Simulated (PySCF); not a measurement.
Vertical excitations of a molecule CH5F2NOSi from TDA-PBE/def2-SVPD in PySCF 2.14.0, as energy in eV (oscillator strength): 6.07 (0.021), 6.45 (0.022), 6.65 (0.043), 7.10 (0.006), 7.34 (0.034), 7.43 (0.014), 7.56 (0.006), 7.74 (0.004), 7.80 (0.033), 7.92 (0.006). Lowest triplet (TDA): 5.90 eV. Coordinates come from a B3LYP-D3(BJ)/def2-SVP optimisation. The values are those of a single conformer.

Task: Pick the molecule that these values belong to.
(A) CN[Si](O)(F)F
(B) CO[Si](N)(F)F
(C) NC[Si](O)(F)F
(D) N[Si@](O)(F)CF

Result: D, N[Si@](O)(F)CF
